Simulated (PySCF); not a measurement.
Species: C2H3F3OSi.
Cartesian coordinates in Å at the PBE0-D3(BJ)/def2-SVP level; atoms count from 1:
```
atom  x, y, z in Å
O1     0.039   -1.912    0.274
C2    -0.069   -0.726    0.117
Si3    1.466    0.371   -0.351
C4    -1.445   -0.054    0.293
F5    -2.385   -0.912    0.635
F6    -1.352    0.888    1.235
F7    -1.791    0.541   -0.851
H8     2.427    0.237    0.779
H9     1.087    1.795   -0.561
H10    2.033   -0.223   -1.593
```

Theory: PySCF, PBE0-D3(BJ)/def2-SVP geometry optimisation, gas phase.

Masses are those of the commonest isotopes; rigid-rotor values at the optimised geometry. 

(1) What are A, B and C (GHz)?

(2) What kind of rotor is it?

(3) What does the inertial defect say?

(4) List the rotational levels J(Ka,Kc) to J = 2 (K).

(5) Predict some low-J microwave lines.

Answers

(1) Ia = 153.94, Ib = 311.89, Ic = 371.13 u·Å²; 505379 MHz·u·Å²/I gives 3283, 1620 and 1362 MHz, that is A = 3.2829, B = 1.6204, C = 1.3617 GHz.

(2) An asymmetric top; Ray's κ = -0.731.

(3) Not planar: Δ = Ic − Ia − Ib = -94.71 u·Å². For a rigid frame Δ = −2 Σ m c², so Σ m c² = 47.35 u·Å² lies off the ab plane: 3.02 from hydrogen and 44.33 from heavier atoms. The atom farthest from that plane is 1.26 Å away.

(4) Above 0(0,0), as E/k:
J = 1: 1(0,1) 0.143, 1(1,1) 0.223, 1(1,0) 0.235
J = 2: 2(0,2) 0.428, 2(1,2) 0.497, 2(1,1) 0.534, 2(2,1) 0.773, 2(2,0) 0.775
The levels of one J sum to (2J + 1)J(J + 1)(A + B + C)/3.

(5) The dipole components are |μa| = 1.53 D, |μb| = 1.27 D, |μc| = 0.00 D. Intensities carry the squares of the components, which stand as 1.00 : 0.69 : 0.00 (a : b : c). Some lines, for components of 0.1 D or more:

```tsv
type	branch	J(Ka,Kc)	MHz	lower level (cm⁻¹)
a	Q	2(1,1) ← 2(1,2)	776	0.345
a	R	1(0,1) ← 0(0,0)	2982	0.000
b	Q	3(2,1) ← 3(1,2)	4755	0.682
b	Q	2(2,0) ← 2(1,1)	5015	0.371
a	R	2(0,2) ← 1(0,1)	5936	0.099
b	Q	3(2,2) ← 3(1,3)	6168	0.630
a	R	2(1,1) ← 1(1,0)	6223	0.164
b	Q	4(2,3) ← 4(1,4)	6714	1.009
b	R	2(1,2) ← 1(0,1)	7368	0.099
b	R	3(0,3) ← 2(1,2)	7405	0.345
b	Q	3(3,1) ← 3(2,2)	8976	0.836
b	R	2(2,1) ← 1(1,0)	11210	0.164
a	R	4(1,4) ← 3(1,3)	11361	0.630
a	R	4(0,4) ← 3(0,3)	11667	0.592
a	R	4(2,3) ← 3(2,2)	11907	0.836
b	Q	4(4,0) ← 4(3,1)	12484	1.535
b	Q	4(4,1) ← 4(3,2)	12497	1.535
b	R	3(2,1) ← 2(1,2)	14847	0.345
b	R	3(3,1) ← 2(2,0)	17894	0.538
b	R	3(3,0) ← 2(2,1)	17924	0.537
b	R	4(4,1) ← 3(3,0)	24475	1.135
```

PBE0-D3(BJ)/def2-SVP frequencies: not computed here. Constants of a rigid frame at the computed geometry: no zero-point averaging, no centrifugal distortion. A rigid rotor knows nothing of internal rotation, which can split or shift real lines.

Time: 82 s of wall time. Hardware: Arm Neoverse V1, one thread, shared host. That covers the optimisation of the geometry.
